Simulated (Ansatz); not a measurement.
`N[B]([SiH3])[GeH3]` + H–F → `NB(F)[SiH3]` + GeH₄  (cleavage of the B–Ge bond)

Gas-phase electronic energies from Ansatz, PBE0-D4/def2-TZVP geometries. CCSD(T)/CBS adds triple-zeta CCSD(T) − MP2 to the extrapolated MP2 energy (def2 sets, frozen cores). This one scheme is used for every species. Functionals use def2-TZVPP. B3LYP here is the variant with VWN-RPA as its local correlation; programs differ in this. For Ge outer-core shells are correlated without core-valence functions, which leaves a few kJ/mol of doubt a bond. Scalar relativity is left out up to krypton. One conformer a species, not always the lowest.

(1) Is it downhill or uphill in electronic energy at CCSD(T)/CBS, and by how much? (Estimate.)

(2) What do these levels give: PBE0-D4, B3LYP-D4, B2PLYP, B3LYP, HF/def2-QZVPP, HF/CBS(def2)? (Estimate.)

Largest T1 diagnostic among the species: 0.013.

Answers

(1) The calculation gave: Downhill: ΔE = -122.4 kJ/mol.

(2) Computed: PBE0-D4 -125.7, B3LYP-D4 -137.1, B2PLYP -141.3, B3LYP -147.2, HF/def2-QZVPP -169.1, HF/CBS(def2) -169.3 kJ/mol.

The D4 term adds +10.1 kJ/mol with B3LYP and +5.7 kJ/mol with PBE0; it sums over pairs of atoms, weighted by their polarisabilities, and B3LYP, whose exchange is more repulsive, gets the larger term. In def2-TZVPP, CCSD(T) changes the Hartree–Fock value by +39.3 kJ/mol (the triples alone add +4.6 kJ/mol) and MP2 by +42.1 kJ/mol.
